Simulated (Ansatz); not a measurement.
Kohn–Sham single points on C2H6O2Si (`O=C(O)C[SiH3]`).

```yaml
crystal:
  periodic: [false, false, false]
  atoms:
    - {symbol: O, position_ang: [0.982452, 0.445012, 1.485380]}
    - {symbol: C, position_ang: [0.033609, 0.842272, 0.861262]}
    - {symbol: O, position_ang: [-0.648501, 1.943634, 1.216433]}
    - {symbol: C, position_ang: [-0.518139, 0.193226, -0.369060]}
    - {symbol: Si, position_ang: [0.452384, -1.354095, -0.840044]}
    - {symbol: H, position_ang: [-0.221489, 2.288904, 2.013528]}
    - {symbol: H, position_ang: [-0.511439, 0.922796, -1.185096]}
    - {symbol: H, position_ang: [-1.573749, -0.042093, -0.200554]}
    - {symbol: H, position_ang: [-0.174884, -1.920006, -2.065346]}
    - {symbol: H, position_ang: [1.863846, -1.013059, -1.139269]}
    - {symbol: H, position_ang: [0.381412, -2.363593, 0.243467]}
basis:
  gaussian: {orbitals: def2-TZVPP}
hamiltonian: {xc: pbe0, dispersion: d4}
output: {orbitals: {seedname: orbitals}}
```

```sh
$ ansatz run in.yaml --threads 4 --pin off --events-out ev --progress --plain --max-ram 10444MiB
```

It prints (some lines left out):

```
Functional definition: PBE0
1307 factors; their error is unknown
mean field evaluation 1: about -14129.4280 eV, gradient 6.3e1 eV
mean field evaluation 2: about -14124.9093 eV, gradient 7.9e1 eV
mean field evaluation 4: about -14136.4595 eV, gradient 5.0e0 eV
mean field evaluation 8: about -14136.5319 eV, gradient 4.5e-1 eV
mean field evaluation 16: about -14136.5322 eV, gradient 2.8e-5 eV
mean field -14136.53216436 eV, -519.5079749547 hartree, gradient 2.8e-5 eV, S^2 0.000000; 0 other end points of the search recorded, 0 dependent functions left out
reference -14136.53219549 eV, -519.5079760985 hartree; 24, 24 occupied and 226, 226 virtual orbitals, 1307 factors
Total energy: -14136.71125056 eV, -519.5145562511 hartree
```

Hardware: 4 threads of an INTEL XEON PLATINUM 8581C on a shared host. Wall time 1.9 s, peak host memory 0.58 GiB.

The same input with `hamiltonian: {xc: {name: B2PLYP}}` (abridged; 3.6 s):

```
Functional definition: B2PLYP
mean field evaluation 16: about -14130.7392 eV, gradient 2.0e-4 eV
mean field -14130.73916148 eV, -519.2950860253 hartree, gradient 9.4e-6 eV, S^2 0.000000
9 core orbitals not correlated: weight in the atoms' cores, before any rotation towards them, 1.000 or more for the frozen orbitals, at most 0.000 for the correlated occupied ones
second order -30.44746592 eV of doubles, -0.00000000 eV of singles
Total energy: -14138.96014693 eV, -519.5972016682 hartree
```

With the line `hamiltonian: {xc: r2scan, dispersion: d4}` and forces (abridged; 2.8 s):

```
Functional definition: r2SCAN
mean field evaluation 16: about -14142.8399 eV, gradient 3.6e-4 eV
mean field -14142.83993726 eV, -519.7397813332 hartree, gradient 5.1e-5 eV, S^2 0.000000
Total energy: -14142.89282725 eV, -519.7417250044 hartree
Atom 0 force     0.388397    -0.171301     0.246214 eV/Å
Atom 1 force    -0.080787    -0.134858    -0.218629 eV/Å
Atom 2 force    -0.271957     0.328928     0.033039 eV/Å
Atom 3 force    -0.044265    -0.046215    -0.092633 eV/Å
Atom 4 force     0.020742    -0.040269    -0.017315 eV/Å
Atom 5 force     0.030846     0.009462     0.042367 eV/Å
Atom 6 force    -0.026133     0.004170     0.003872 eV/Å
Atom 7 force    -0.006989     0.021887    -0.014043 eV/Å
Atom 8 force     0.015916     0.010101     0.026816 eV/Å
Atom 9 force    -0.030520    -0.007125     0.011692 eV/Å
Atom 10 force     0.004749     0.025220    -0.021379 eV/Å
Dipole moment:    -0.304865     0.241419    -0.089883 e Å
```
